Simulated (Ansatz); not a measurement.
Isolated molecules relaxed with PBE0-D4/def2-TZVP in Ansatz; ΔE leaves out vibrations. CBS: MP2 limit from def2 TZ/QZ plus the TZ coupled-cluster correction, frozen cores. This one scheme is used for every species. Functionals use def2-TZVPP. HSE06 is defined as in plane-wave codes. Elements past krypton have def2 core potentials. For Br, In outer-core shells are correlated without core-valence functions, which leaves a few kJ/mol of doubt a bond. Scalar relativity is left out up to krypton. One conformer a species, not always the lowest.

`[CH3][In]([SH])[Br]` + H–F → `[F][In]([SH])[Br]` + CH₄  (ligand exchange at the In–C bond)

`[CH3][In]([SH])[Br]`:

```xyz
8

C    -1.371   -0.809    0.096
In    0.422    0.342    0.067
S     2.267    0.183   -1.422
Br    0.774    2.126    1.762
H    -1.131   -1.840    0.359
H    -1.833   -0.792   -0.890
H    -2.052   -0.390    0.835
H     2.924    1.180   -0.806
```

H–F:

```xyz
2

F     0.397   -0.178   -0.151
H    -0.397    0.178    0.151
```

`[F][In]([SH])[Br]`:

Z-matrix (Å, degrees):
```
In
F 1 1.935
Br 1 2.439 2 115.3
S 1 2.351 2 118.0 3 179.8
H 4 1.345 1 92.1 2 179.9
```

CH₄:

Z-matrix (Å, degrees):
```
C
H 1 1.090
H 1 1.090 2 109.5
H 1 1.090 2 109.5 3 -120.0
H 1 1.090 2 109.5 3 120.0
```

```csv
level,ΔE (kcal/mol),difference from CCSD(T)/CBS
revPBE-D4,-16.0,-1.8
PBE0-D4,-14.2,0.0
r2SCANh-D4,-16.4,-2.2
HSE06-D4,-14.1,0.1
B2PLYP,-16.8,-2.6
revPBE,-17.2,-3.0
r2SCAN,-17.4,-3.2
PBE0,-14.9,-0.7
r2SCANh,-16.7,-2.5
r2SCAN0,-15.7,-1.5
HSE06,-14.8,-0.6
CAM-B3LYP,-18.4,-4.2
LC-ωPBE,-17.2,-3.0
RPA@PBE/def2-TZVPP,-14.0,0.2
HF/def2-TZVPP,-19.6,-5.4
HF/def2-QZVPP,-20.2,-6.0
CCSD(T)/CBS,-14.2,0
```

Largest T1 diagnostic among the species: 0.013.

From BLYP to BHLYP (50 % exact exchange), in def2-TZVPP and without D4, ΔE moves by +1.8 kcal/mol. At CCSD(T), def2-SVP lies −5.1 kcal/mol from the extrapolated value and def2-TZVPP +0.7 kcal/mol. The D4 term adds +1.3 kcal/mol with B3LYP and +0.7 kcal/mol with PBE0; it sums over pairs of atoms, weighted by their polarisabilities, and B3LYP, whose exchange is more repulsive, gets the larger term.

B3LYP here is the variant with VWN-RPA as its local correlation; programs differ in this.
